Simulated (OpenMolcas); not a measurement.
**Sn+: RASPT2 settings compared**

```
Program             : OpenMolcas 26.06
Basis               : ANO-R1 [6s5p3d1f]
Scalar Hamiltonian  : X2C, finite nucleus
Active space        : 3 electrons in 9 orbitals (RAS2 5s 5p; RAS3 5d, at most 2 electrons)
State averaging     : 2S+1 = 4 odd, 1 root (0 in the spin-orbit step); 2S+1 = 2 odd, 3 roots; 2S+1 = 4 even, 3 roots; 2S+1 = 2 even, 6 roots
Spin-orbit coupling : RASSI with atomic mean-field integrals over the reference wave functions, term energies averaged over their components
```

Methods on the same reference wave functions:
A. RASSCF
B. SS-RASPT2, IPEA 0.75 Eh, no level shift (closed shells correlated: 4s 4p 4d)
C. SS-RASPT2, IPEA 0.4 Eh, sigma1 regulariser 0.4 Eh (closed shells correlated: 4d)
D. SS-RASPT2, IPEA 0.75 Eh, imaginary shift 0.3 Eh (closed shells correlated: none)

Energies in cm-1 above 5s2 5p 2P* 1/2, the measured ground level; measured values from NIST Handbook of Basic Atomic Spectroscopic Data.

```json
{"Level": "5s2 5p 2P* 1/2", "A": "0.0", "B": "0.0", "C": "0.0", "D": "0.0", "Measured": "0.0"}
{"Level": "5s2 5p 2P* 3/2", "A": "4215", "B": "4220", "C": "4220", "D": "4220", "Measured": "4251"}
{"Level": "5s 5p2 4P 1/2", "A": "40705", "B": "45400", "C": "44860", "D": "41430", "Measured": "46464"}
{"Level": "5s 5p2 4P 3/2", "A": "42391", "B": "47110", "C": "46560", "D": "43120", "Measured": "48368"}
{"Level": "5s 5p2 4P 5/2", "A": "44642", "B": "49340", "C": "48790", "D": "45370", "Measured": "50730"}
{"Level": "5s 5p2 2D 3/2", "A": "64287", "B": "66790", "C": "66090", "D": "64370", "Measured": "58844"}
{"Level": "5s 5p2 2D 5/2", "A": "64521", "B": "67040", "C": "66350", "D": "64610", "Measured": "59463"}
```

Deviations, from unrounded energies. A percentage is the sum of absolute deviations over the sum of measured energies, with the sign that they share, or ± where signs differ.

```csv
Against measurement,Levels,A,B,C,D
mean absolute deviation (cm-1),6,4700,3200,3300,4400
fine structure of the ground term (%),1,-0.8,-0.8,-0.8,-0.8
other configurations (%),5,±10.7,±7.3,±7.4,±10.0
```

B, C lie about equally close to measurement and A furthest from it. The largest miss of B in the table is 5s 5p2 2D 3/2, by +7900 cm-1. The ranking rests on the paired levels alone, and a cruder setting can come out closer through cancelling errors.

Among B to D the level of the table that moves most is 5s 5p2 4P 3/2, by 4000 cm-1 (lowest in D, highest in B). Moves below CASPT2's spread within the term are not significant.

The lowest spin-free term lies below A's lowest term by 0.413 hartree in B, 0.336 hartree in C, 0.005 hartree in D.

Term energies are means over components that CASPT2 splits; among the terms shown or strongly mixed into the levels shown the widest spread is 61 cm-1 (5s 5p2 2D, B). Some high roots are left out of the spin-orbit mixing, which shifts the levels that they would mix with. Active for correlation alone: 5d; no level in the range computed is led by a configuration that fills it, so any true level of that kind is missing. Measured partners are found by configuration, term and J. A level has none where our copy of the source lacks it or the pairing is in doubt (some pairs that miss far off the trend of their configuration count as doubtful), and it then counts in no deviation. Only configurations of the active space appear. Levels that lie high or do not pair safely by name in every column are left out.

* marks odd parity.
